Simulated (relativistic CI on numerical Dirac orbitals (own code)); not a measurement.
## Spin-allowed bands of a d3 ion in an octahedral site, by hand

Problem. A d3 ion in an octahedral site has a 4A2 ground term and spin-allowed bands at ν1 = 7000 and ν2 = 11607 cm⁻¹ (from a computed ligand-field model). Find Δ and the Racah parameter B, and predict the third band.

Working.
1. The F term splits into A2 (−1.2Δ), T2 (−0.2Δ) and T1 (+0.6Δ), so ν1 = E(T2) − E(A2) = Δ = 7000 cm⁻¹.
2. T1(F) mixes with T1(P), which lies at 15B, through an element 0.4Δ. The two roots, counted from A2, are ν2,3 = ½(15B + 3Δ) ∓ ½√[(15B − Δ)² + 12BΔ].
3. Solving the lower root for B gives B = (2ν1² + ν2² − 3ν1ν2)/(15ν2 − 27ν1) = -11024551/-14895 = 740 cm⁻¹.
4. The sum of the roots is 15B + 3Δ, so ν3 = 15B + 3ν1 − ν2 = 20495 cm⁻¹ (488 nm).

Check. The bands were computed by exact diagonalisation of the d3 shell with B = 740 and Δ = 7000 cm⁻¹, which gives ν3 = 20493 cm⁻¹. C does not enter the terms of highest spin.
